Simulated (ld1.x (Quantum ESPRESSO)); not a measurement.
## PBE TM semilocal dataset for copper (Cu), scalar-relativistic all-electron reference.

ld1.x (Quantum ESPRESSO) 7.5 was run on this input:

```
&input
   title='Cu', zed=29., rel=1, dft='PBE', iswitch=3,
   config='[Ar] 3d10 4s1 4p0',
   nld=3, rlderiv=0.95, eminld=-10.0, emaxld=5.0, deld=0.04
 /
 &inputp
   pseudotype=1, tm=.true., lloc=2,
   nlcc=.false.,
   file_pseudopw='Cu.pp', file_wfcaegen='ae.wfc', file_wfcncgen='nc.wfc'
 /
3
3S  1  0   2.00   0.00  0.75  0.75  0.0
3P  2  1   6.00   0.00  0.85  0.85  0.0
3D  3  2  10.00   0.00  0.75  0.75  0.0
 &test
   configts(1)='3s2 3p6 3d10 4s1 4p0'
 /
```

Command:

```bash
ld1.x < Cu.in > Cu.out
```

Resulting log (shortened: banner, matrices, multipoles, cross overlaps and the repeated all-electron block are left out):

```
Program LD1 v.7.5
     --------------------------- All-electron run ----------------------------

     Cu
     scalar relativistic calculation

     atomic number is 29.00
     dft =PBE   lsd =0 sic =0 latt =0  beta=0.20 tr2=1.0E-14
     Exchange-correlation= PBE
                           (   1   4   3   4   0   0   0)
     mesh =1199 r(mesh) = 100.25372 a.u. xmin = -7.00 dx = 0.01250
     1 Ry =  13.60569312 eV, c = 137.03599908

     n l     nl                  e(Ry)          e(Ha)          e(eV)
     1 0     1S 1( 2.00)      -650.5489      -325.2745     -8851.1694
     2 0     2S 1( 2.00)       -78.0904       -39.0452     -1062.4738
     2 1     2P 1( 6.00)       -67.3965       -33.6983      -916.9763
     3 0     3S 1( 2.00)        -8.4305        -4.2153      -114.7030
     3 1     3P 1( 6.00)        -5.3024        -2.6512       -72.1430
     3 2     3D 1(10.00)        -0.3703        -0.1851        -5.0378
     4 0     4S 1( 1.00)        -0.3388        -0.1694        -4.6093
     4 1     4P 1( 0.00)        -0.0512        -0.0256        -0.6967

     final scf error:  5.3E-15 reached in  32 iterations

     Etot =   -3309.701531 Ry,   -1654.850765 Ha,  -45030.783357 eV

     Ekin =    3358.932341 Ry,    1679.466170 Ha,   45700.602648 eV
     Encl =   -7969.314771 Ry,   -3984.657386 Ha, -108428.051175 eV
     Eh   =    1435.751702 Ry,     717.875851 Ha,   19534.397054 eV
     Exc  =    -135.070802 Ry,     -67.535401 Ha,   -1837.731883 eV

     normalization and overlap integrals

     s(1S/1S) =  1.000000  <r> =   0.0521  <r2> =    0.0037  r(max) =   0.0341
     s(2S/2S) =  1.000000  <r> =   0.2352  <r2> =    0.0653  r(max) =   0.1960
     s(2P/2P) =  1.000000  <r> =   0.2064  <r2> =    0.0523  r(max) =   0.1585
     s(3S/3S) =  1.000000  <r> =   0.7119  <r2> =    0.5863  r(max) =   0.6112
     s(3P/3P) =  1.000000  <r> =   0.7494  <r2> =    0.6650  r(max) =   0.6189
     s(3D/3D) =  1.000000  <r> =   1.0474  <r2> =    1.5756  r(max) =   0.6036
     s(4S/4S) =  1.000000  <r> =   2.9362  <r2> =   10.2155  r(max) =   2.2710
     s(4P/4P) =  1.000000  <r> =   5.1791  <r2> =   33.4210  r(max) =   3.6517

     ------------------------ End of All-electron run ------------------------

     --------------------- Generating NC pseudopotential ---------------------

      Generating local pot.: lloc=2, matching radius rcloc =   0.7500

      Wfc   3S  rcut= 0.747  Using Troullier-Martins method

      Wfc   3P  rcut= 0.846  Using Troullier-Martins method

     ------------------- End of pseudopotential generation -------------------

     Computing logarithmic derivative in   0.95263
     Computing logarithmic derivative in   0.95263
     Computing the partial wave expansion
     R is outside the sphere for l=    0 j= 0.00
     R is outside the sphere for l=    1 j= 0.00
       no projector for channel:   2

     ---------------------- Testing the pseudopotential ----------------------

     Cu
     scalar relativistic calculation

     atomic number is 29.00   valence charge is 19.00
     dft =PBE   lsd =0 sic =0 latt =0  beta=0.20 tr2=1.0E-14
     mesh =1199 r(mesh) = 100.25372 xmin = -7.00 dx = 0.01250

     n l     nl             e AE (Ry)        e PS (Ry)    De AE-PS (Ry)
     1 0     3S   1( 2.00)       -8.43051       -8.43079        0.00027
     2 1     3P   1( 6.00)       -5.30241       -5.30255        0.00014
     3 2     3D   1(10.00)       -0.37027       -0.37018       -0.00009
     2 0     4S   1( 1.00)       -0.33878       -0.34285        0.00407
     3 1     4P   1( 0.00)       -0.05121       -0.05152        0.00031

     eps = 1.4E-15  iter = 22

     Etot =   -3309.701531 Ry,   -1654.850765 Ha,  -45030.783357 eV
     Etotps =  -393.300260 Ry,    -196.650130 Ha,   -5351.122648 eV

     Ekin =     246.684911 Ry,     123.342455 Ha,    3356.319194 eV
     Encl =   -1009.339267 Ry,    -504.669633 Ha,  -13732.760321 eV
     Ehrt =     352.051415 Ry,     176.025707 Ha,    4789.903512 eV
     Ecxc =     -37.741446 Ry,     -18.870723 Ha,    -513.498530 eV
     Epseu=      55.044127 Ry,      27.522063 Ha,     748.913497 eV

     ---------------------- End of pseudopotential test ----------------------
```

Generation and configuration tests took about 1.2 s on one core of a shared server CPU.

Transferability test of the new file with ld1.x, input:

```
&input
   title='Cu', zed=29., rel=1, dft='PBE', iswitch=2,
   config='[Ar] 3d10 4s1 4p0'
 /
 &test
   file_pseudo='Cu.pp', nconf=8,
   configts(1)='3s2 3p6 3d10 4s1 4p0',
   configts(2)='3s2 3p6 3d10 4s0 4p0',
   configts(3)='3s2 3p6 3d9 4s0 4p0',
   configts(4)='3s2 3p6 3d8 4s0 4p0',
   configts(5)='3s2 3p6 3d9 4s1 4p0',
   configts(6)='3s2 3p6 3d9 4s2 4p0',
   configts(7)='3s2 3p6 3d7 4s0 4p0',
   configts(8)='3s2 3p6 3d9 4s1 4p1'
 /
```

```bash
ld1.x < Cu.test.in > Cu.test.out
```

Pseudopotential blocks of its output, shortened (energy terms left out):

```
     ---------------------- Testing the pseudopotential ----------------------

     n l     nl             e AE (Ry)        e PS (Ry)    De AE-PS (Ry)
     1 0     3S   1( 2.00)       -8.43051       -8.43079        0.00027
     2 1     3P   1( 6.00)       -5.30241       -5.30255        0.00014
     3 2     3D   1(10.00)       -0.37027       -0.37018       -0.00009
     2 0     4S   1( 1.00)       -0.33878       -0.34285        0.00407
     3 1     4P   1( 0.00)       -0.05121       -0.05152        0.00031

     eps = 7.1E-15  iter = 20

     Etot =   -3309.701531 Ry,   -1654.850765 Ha,  -45030.783357 eV
     Etotps =  -393.300262 Ry,    -196.650131 Ha,   -5351.122664 eV

     ---------------------- End of pseudopotential test ----------------------

          ---------------------- Testing the pseudopotential ----------------------

     n l     nl             e AE (Ry)        e PS (Ry)    De AE-PS (Ry)
     1 0     3S   1( 2.00)       -9.06400       -9.06694        0.00295
     2 1     3P   1( 6.00)       -5.93825       -5.94093        0.00268
     3 2     3D   1(10.00)       -1.00387       -1.00665        0.00278
     2 0     4S   1( 0.00)       -0.87409       -0.88119        0.00710  !
     3 1     4P   1( 0.00)       -0.48142       -0.48352        0.00210

     eps = 8.0E-15  iter = 20

     Etot =   -3309.102669 Ry,   -1654.551334 Ha,  -45022.635421 eV
     Etotps =  -392.695785 Ry,    -196.347892 Ha,   -5342.898335 eV
     dEtot_ae =       0.598862 Ry
     dEtot_ps =       0.604477 Ry,   Delta E=      -0.005615 Ry

     ---------------------- End of pseudopotential test ----------------------

          ---------------------- Testing the pseudopotential ----------------------

     n l     nl             e AE (Ry)        e PS (Ry)    De AE-PS (Ry)
     1 0     3S   1( 2.00)      -10.31083      -10.31543        0.00460
     2 1     3P   1( 6.00)       -7.17487       -7.17929        0.00442
     3 2     3D   1( 9.00)       -2.17762       -2.18136        0.00374
     2 0     4S   1( 0.00)       -1.64243       -1.65337        0.01094  !
     3 1     4P   1( 0.00)       -1.12816       -1.13197        0.00381

     eps = 7.8E-15  iter = 17

     Etot =   -3307.534761 Ry,   -1653.767381 Ha,  -45001.302955 eV
     Etotps =  -391.124504 Ry,    -195.562252 Ha,   -5321.519970 eV
     dEtot_ae =       2.166770 Ry
     dEtot_ps =       2.175758 Ry,   Delta E=      -0.008988 Ry

     ---------------------- End of pseudopotential test ----------------------

          ---------------------- Testing the pseudopotential ----------------------

     n l     nl             e AE (Ry)        e PS (Ry)    De AE-PS (Ry)
     1 0     3S   1( 2.00)      -11.81043      -11.81688        0.00645  !
     2 1     3P   1( 6.00)       -8.65850       -8.66498        0.00648  !
     3 2     3D   1( 8.00)       -3.59499       -3.59940        0.00441
     2 0     4S   1( 0.00)       -2.53770       -2.55401        0.01631  !
     3 1     4P   1( 0.00)       -1.91536       -1.92169        0.00632  !

     eps = 7.2E-15  iter = 14

     Etot =   -3304.666857 Ry,   -1652.333428 Ha,  -44962.283127 eV
     Etotps =  -388.252283 Ry,    -194.126141 Ha,   -5282.441414 eV
     dEtot_ae =       5.034674 Ry
     dEtot_ps =       5.047979 Ry,   Delta E=      -0.013305 Ry

     ---------------------- End of pseudopotential test ----------------------

          ---------------------- Testing the pseudopotential ----------------------

     n l     nl             e AE (Ry)        e PS (Ry)    De AE-PS (Ry)
     1 0     3S   1( 2.00)       -9.50984       -9.51052        0.00067
     2 1     3P   1( 6.00)       -6.37323       -6.37393        0.00070
     3 2     3D   1( 9.00)       -1.38593       -1.38567       -0.00026
     2 0     4S   1( 1.00)       -0.99920       -1.00631        0.00711  !
     3 1     4P   1( 0.00)       -0.56486       -0.56625        0.00139

     eps = 7.8E-15  iter = 17

     Etot =   -3308.850568 Ry,   -1654.425284 Ha,  -45019.205425 eV
     Etotps =  -392.449391 Ry,    -196.224695 Ha,   -5339.545974 eV
     dEtot_ae =       0.850962 Ry
     dEtot_ps =       0.850871 Ry,   Delta E=       0.000091 Ry

     ---------------------- End of pseudopotential test ----------------------

          ---------------------- Testing the pseudopotential ----------------------

     n l     nl             e AE (Ry)        e PS (Ry)    De AE-PS (Ry)
     1 0     3S   1( 2.00)       -8.81962       -8.81717       -0.00245
     2 1     3P   1( 6.00)       -5.68196       -5.67965       -0.00231
     3 2     3D   1( 9.00)       -0.69958       -0.69611       -0.00347
     2 0     4S   1( 2.00)       -0.42717       -0.43108        0.00391
     3 1     4P   1( 0.00)       -0.08609       -0.08585       -0.00024

     eps = 1.7E-15  iter = 20

     Etot =   -3309.556741 Ry,   -1654.778371 Ha,  -45028.813395 eV
     Etotps =  -393.161104 Ry,    -196.580552 Ha,   -5349.229326 eV
     dEtot_ae =       0.144790 Ry
     dEtot_ps =       0.139158 Ry,   Delta E=       0.005632 Ry

     ---------------------- End of pseudopotential test ----------------------

          ---------------------- Testing the pseudopotential ----------------------

     n l     nl             e AE (Ry)        e PS (Ry)    De AE-PS (Ry)
     1 0     3S   1( 2.00)      -13.50856      -13.51676        0.00820  !
     2 1     3P   1( 6.00)      -10.33679      -10.34539        0.00859  !
     3 2     3D   1( 7.00)       -5.21378       -5.21813        0.00435
     2 0     4S   1( 0.00)       -3.53893       -3.56267        0.02374  !
     3 1     4P   1( 0.00)       -2.81949       -2.82949        0.01000  !

     eps = 8.2E-15  iter = 12

     Etot =   -3300.278327 Ry,   -1650.139164 Ha,  -44902.574139 eV
     Etotps =  -383.858954 Ry,    -191.929477 Ha,   -5222.667133 eV
     dEtot_ae =       9.423204 Ry
     dEtot_ps =       9.441307 Ry,   Delta E=      -0.018104 Ry

     ---------------------- End of pseudopotential test ----------------------

          ---------------------- Testing the pseudopotential ----------------------

     n l     nl             e AE (Ry)        e PS (Ry)    De AE-PS (Ry)
     1 0     3S   1( 2.00)       -8.97493       -8.97469       -0.00025
     2 1     3P   1( 6.00)       -5.83772       -5.83753       -0.00019
     3 2     3D   1( 9.00)       -0.85163       -0.85030       -0.00132
     2 0     4S   1( 1.00)       -0.52491       -0.53037        0.00546  !
     3 1     4P   1( 1.00)       -0.15499       -0.15550        0.00051

     eps = 6.1E-15  iter = 18

     Etot =   -3309.200967 Ry,   -1654.600483 Ha,  -45023.972837 eV
     Etotps =  -392.800743 Ry,    -196.400372 Ha,   -5344.326370 eV
     dEtot_ae =       0.500564 Ry
     dEtot_ps =       0.499518 Ry,   Delta E=       0.001046 Ry

     ---------------------- End of pseudopotential test ----------------------
```
